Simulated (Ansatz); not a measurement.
Reaction (substitution at a C–O bond): `O=C([SiH3])O[SiH2]F` + H₂Se → `O=C([SiH3])[SeH]` + `O[SiH2]F`

Calculated with Ansatz (gas phase, PBE0-D4/def2-TZVP geometries, no zero-point term in ΔE). CCSD(T)/CBS is the MP2 limit (def2-TZVPP, def2-QZVPP) plus CCSD(T) − MP2 in def2-TZVPP, frozen cores. DFT in def2-TZVPP. B3LYP here is the variant with VWN-RPA as its local correlation; programs differ in this. For Se outer-core shells are correlated without core-valence functions, which leaves a few kJ/mol of doubt a bond. Scalar relativity is left out up to krypton. One conformer a species, not always the lowest.

`O=C([SiH3])O[SiH2]F`:

Cartesian coordinates in Å:
```
O -0.512 -1.459 -0.295
C 0.209 -0.524 -0.044
Si 2.107 -0.625 0.243
O -0.290 0.718 0.058
Si -1.956 0.835 -0.189
F -2.226 2.392 -0.005
H 2.769 0.240 -0.762
H 2.513 -2.039 0.091
H 2.389 -0.126 1.611
H -2.695 0.117 0.863
H -2.308 0.471 -1.572
```

H₂Se:

```xyz
3

Se   -0.050    0.526   -0.435
H    -0.876   -0.652   -0.151
H     0.925    0.126    0.586
```

`O=C([SiH3])[SeH]`:

Z-matrix (Å, degrees):
```
Si
C 1 1.926
H 1 1.482 2 107.0
H 1 1.483 2 110.7 3 120.9
H 1 1.482 2 106.9 3 -118.6
Se 2 1.957 1 119.3 3 -124.0
O 2 1.196 1 121.1 3 56.4
H 6 1.467 2 94.3 1 0.8
```

`O[SiH2]F`:

Cartesian coordinates in Å:
```
O -1.201 -0.016 -0.420
Si 0.336 0.189 0.080
F 1.337 -0.723 -0.763
H -1.652 -0.836 -0.215
H 0.671 1.602 -0.178
H 0.509 -0.215 1.495
```

```json
{"level": "PBE0-D4", "ΔE (kcal/mol)": "3.2"}
{"level": "B3LYP-D4", "ΔE (kcal/mol)": "2.6"}
{"level": "PBE", "ΔE (kcal/mol)": "0.7"}
{"level": "B3LYP", "ΔE (kcal/mol)": "2.6"}
{"level": "SCS-MP2/def2-TZVPP", "ΔE (kcal/mol)": "3.4"}
{"level": "HF/def2-QZVPP", "ΔE (kcal/mol)": "9.3"}
{"level": "MP2/CBS(def2)", "ΔE (kcal/mol)": "1.3"}
{"level": "CCSD/CBS(def2)", "ΔE (kcal/mol)": "4.0"}
```

(1) What does CCSD(T)/CBS give? (Best estimate.)

Largest T1 diagnostic among the species: 0.015.

## Answers

(1) Ansatz gave: +3.0 kcal/mol. The listed levels differ from it by 0.2, -0.4, -2.3, -0.4, 0.4, 6.3, -1.7, 1.0 kcal/mol.

In def2-TZVPP, CCSD(T) changes the Hartree–Fock value by −5.3 kcal/mol (the triples alone add −1.0 kcal/mol) and MP2 by −7.0 kcal/mol. From PBE to PBE0 (25 % exact exchange), in def2-TZVPP and without D4, ΔE moves by +2.5 kcal/mol.
